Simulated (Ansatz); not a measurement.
Two isomers of CH4BClN2: A = `N=CNBCl`, B = `N=C(N)BCl`.

Program: Ansatz. Geometries: PBE0-D4/def2-TZVP. ΔE: electronic, gas phase. CCSD(T)/CBS adds triple-zeta CCSD(T) − MP2 to the extrapolated MP2 energy (def2 sets, frozen cores). Functionals use def2-TZVPP. B3LYP here is the variant with VWN-RPA as its local correlation; programs differ in this. One conformer a species, not always the lowest.

A:

Z-matrix (Å, degrees):
```
C
N 1 1.390
N 1 1.260 2 123.7
H 1 1.096 2 111.9 3 180.0
B 2 1.411 1 132.9 3 0.0
H 2 1.008 1 112.5 3 -180.0
H 3 1.015 1 110.1 2 -180.0
Cl 5 1.741 2 124.7 1 0.0
H 5 1.193 2 116.8 1 180.0
```

B:

Z-matrix (Å, degrees):
```
C
N 1 1.367
B 1 1.574 2 114.8
N 1 1.281 2 119.9 3 -179.0
H 2 1.003 1 119.7 3 -17.3
H 2 1.007 1 117.6 3 -171.3
Cl 3 1.734 1 120.0 2 -174.4
H 3 1.194 1 122.7 2 6.4
H 4 1.017 1 109.9 2 176.9
```

Task: Which is lower in electronic energy at CCSD(T)/CBS, and by how much? (Estimate.)

Result: The calculation gave: A, by 97.6 kJ/mol.

Task: Give E(B) − E(A) in kJ/mol with CCSD/def2-TZVPP, PBE-D4, B3LYP-D4, PBE0-D4, r2SCAN-D4, MP2/def2-TZVPP, BLYP-D4. (Best estimate.)

Result: Ansatz gave: CCSD/def2-TZVPP 101.9, PBE-D4 92.0, B3LYP-D4 99.0, PBE0-D4 95.9, r2SCAN-D4 94.5, MP2/def2-TZVPP 99.9, BLYP-D4 96.0. None reverses the order clearly.

Task: Does the order hold for the free energy at 298.15 K (harmonic terms from PBE0-D4)? (An estimate is asked.)

Result: Ansatz gave: Yes: G(B) − G(A) = +93.6 kJ/mol, for one conformer each.

Largest T1 diagnostic: 0.014.

At CCSD(T), def2-SVP lies +14.5 kJ/mol from the extrapolated value and def2-TZVPP +2.1 kJ/mol. In def2-TZVPP, CCSD(T) changes the Hartree–Fock value by −7.9 kJ/mol (the triples alone add −2.2 kJ/mol) and MP2 by −7.7 kJ/mol.
